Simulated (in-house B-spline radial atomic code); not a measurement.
Ionising In6+ with different functionals

Computed with a B-spline radial code for spherical atoms: non-relativistic Hamiltonian, point nucleus, spin-polarised at highest spin, spherical fractional occupations for the functionals, and exact exchange of hybrids averaged over the configuration. The ionisation energy is the difference of two self-consistent energies, [Kr] 4d7 → [Kr] 4d6, without Breit or QED terms; ε is the level of the shell that loses the electron (its least bound occupied spin orbital). There is no spin-orbit coupling in this Hamiltonian.

```json
{"method": "PBE0", "rung": "global hybrid", "ΔSCF (eV)": "111.89", "-ε(4d) (eV)": "104.90"}
{"method": "B3LYP", "rung": "global hybrid", "ΔSCF (eV)": "111.96", "-ε(4d) (eV)": "104.40"}
{"method": "TPSSh", "rung": "global hybrid", "ΔSCF (eV)": "111.78", "-ε(4d) (eV)": "103.16"}
{"method": "M06-2X", "rung": "global hybrid", "ΔSCF (eV)": "112.20", "-ε(4d) (eV)": "108.28"}
{"method": "BHandHLYP", "rung": "global hybrid", "ΔSCF (eV)": "111.64", "-ε(4d) (eV)": "107.41"}
{"method": "r2SCAN0", "rung": "global hybrid", "ΔSCF (eV)": "111.61", "-ε(4d) (eV)": "104.77"}
{"method": "B97-1", "rung": "global hybrid", "ΔSCF (eV)": "112.02", "-ε(4d) (eV)": "104.54"}
{"method": "HSE06", "rung": "range-separated hybrid", "ΔSCF (eV)": "111.84", "-ε(4d) (eV)": "104.44"}
{"method": "wB97X", "rung": "range-separated hybrid", "ΔSCF (eV)": "111.82", "-ε(4d) (eV)": "107.40"}
{"method": "CAM-B3LYP", "rung": "range-separated hybrid", "ΔSCF (eV)": "111.91", "-ε(4d) (eV)": "106.38"}
{"method": "LC-wPBE", "rung": "range-separated hybrid", "ΔSCF (eV)": "111.97", "-ε(4d) (eV)": "107.65"}
```

Q: Among the functionals, which spreads more, the ΔSCF values or the orbital energies?

A: The orbital energies: ΔSCF values span about 0.58 eV and the orbital energies 5.12 eV; here energy differences depend much less on the functional than eigenvalues do.

Q: How do they compare with the NIST value?

A: NIST lists 109 eV ± 2 (tabulated theory, ground level to ground level). Errors run from +2.61 to +3.20 eV; all lie within about twice that uncertainty, so the table can't rank the methods.
